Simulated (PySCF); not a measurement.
Atoms are numbered as in `[CH3:1][O:2]/[CH:3]=[C:4](/[C:5](=[O:6])[F:7])[CH:8]([CH3:9])[CH3:10]`. Each H is labelled by its parent atom.

Theoretical values (PySCF 2.14): coordinates at the GFN2-xTB level, PBE0/pcSseg-1 with gauge-including orbitals. Averaged over atoms made equivalent by symmetry, fast rotation or ring inversion, a single conformation, no solvent, relativity neglected.

Scale: TMS for 13C (186.93 ppm) and 1H (31.72 ppm); 17O (336.08 ppm) vs H2O; CFCl3 for 19F (170.95 ppm) (reference shieldings calculated alike).

| atoms | nucleus | count | Hirshfeld charge | δ (ppm) |
| --- | --- | --- | --- | --- |
| C1 | 13C | 1 | -0.02 | 61.6 |
| F7 | 19F | 1 | -0.11 | ? |
| O2 | 17O | 1 | -0.08 | 131.5 |
| C5 | 13C | 1 | 0.22 | 163.1 |
| C4 | 13C | 1 | -0.04 | ? |
| H(C9)/H(C10) | 1H | 6 | 0.04 | 1.25 |
| H(C1) | 1H | 3 | 0.06 | 4.03 |
| H(C8) | 1H | 1 | 0.03 | 2.98 |
| H(C3) | 1H | 1 | 0.05 | ? |
| C9/C10 | 13C | 2 | -0.12 | ? |
| C3 | 13C | 1 | 0.06 | 170.9 |
| O6 | 17O | 1 | -0.22 | 424.4 |
| C8 | 13C | 1 | -0.02 | 28.9 |

Task: Complete the table.

Result: 
- C4: 119.6 ppm, β carbon of an enol-ether or enamine type C=C
- C9/C10: 21.6 ppm, methyl carbon; aliphatic region, no heteroatom directly attached
- H(C3): 7.63 ppm, hydrogen on an alkene carbon bearing oxygen; attached to an sp2 carbon and in the plane of the double bond
- F7: 14.9 ppm, fluorine bonded to C

Shifts are as computed. Against solution values, carbons near 30 ppm lie about +3 ppm off and those near 130 ppm about +5 ppm. Of 1211 compounds with measured shifts, 218 miss one by over three times the rms of a fit or turn the order of signals round; such compounds aren't used in these exercises. Unscaled 19F shifts against computed CFCl3 carry errors that often reach 10 to 50 ppm. Unscaled 17O shifts of doubly bonded oxygen tend to come out too high, by tens of ppm or more. Experimental scales use liquid or dissolved standards, which lie at an offset from isolated H2O (liquid H2O: subtract about 36 ppm).
